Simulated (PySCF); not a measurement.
Compound: C9H9 (doublet state).
Cartesian coordinates in Å at the GFN2-xTB level; atoms count from 1:
```xyz
18
C9H9 angstrom
C     -1.3113    1.8472   -0.4123
C     -1.4665    0.5360   -0.1493
C     -2.6629   -0.1659    0.1885
C     -2.3654   -1.5075    0.3802
C     -1.0127   -1.7312    0.1835
C     -0.3879   -0.4858   -0.1512
C      0.8851   -0.2620   -0.4189
C      2.1307   -0.0167   -0.6656
C      3.1490    0.3623    0.3711
H     -2.1475    2.5244   -0.3880
H     -0.3472    2.2594   -0.6550
H     -3.6306    0.2919    0.2763
H     -3.0800   -2.2675    0.6464
H     -0.4949   -2.6685    0.2637
H      2.5050   -0.0848   -1.6820
H      2.6950    0.4063    1.3575
H      3.5755    1.3361    0.1314
H      3.9579   -0.3677    0.3827
```

The species is `C=C1C=CC=C1[C]=CC` [radical].

The calculation used UKS B3LYP, pcH-1 on C H, non-relativistic, mean-field spin-orbit, GIAO (PySCF). Isolated species at its GFN2-xTB geometry, gas phase. A GFN2-xTB geometry isn't a minimum of the functional, and hyperfine couplings can be far from their values at a DFT geometry. No stability test was run, so a lower SCF solution isn't excluded. ⟨S²⟩ is 0.788 where a pure state has 0.75.

The Mulliken spin populations are largest on C3 (+0.49), C5 (+0.48), C1 (+0.37) and C7 (+0.23). Four atoms exceed +0.15. The positive populations add up to 1.61 and the negative ones to -0.61, together 2S = 1.

Q: Test a(H) = Q·ρ(C) for the protons on planar carbons with a spin population beyond ±0.08.

A: 
```tsv
H	C	ρ(C)	a(H) (G)	a/ρ (G)
H10	C1	+0.372	-7.89	-21.2
H11	C1	+0.372	-8.26	-22.2
H12	C3	+0.486	-11.04	-22.7
H13	C4	-0.219	+3.71	-16.9
H14	C5	+0.483	-11.17	-23.1
```

A least-squares line through the origin gives Q = -22.1 G with Mulliken populations. Where ρ is negative the coupling is positive.

Q: Leave H13 and its like out of the fit. How well does the relation then predict its coupling?

A: The other protons give Q = -22.5 G, so a = -22.5 × -0.219 ≈ 4.92 G, against the computed 3.71 G.

Couplings in gauss use g_iso = 2.0025.

Time: 1.8 min wall (with the writing of density and orbital grids); peak memory 1.2 GiB. Hardware: one thread of an Arm Neoverse V2, shared host.

The SMILES draws the unpaired electron on C7; the largest computed Mulliken spin population is on C3 (0.49 against 0.23).
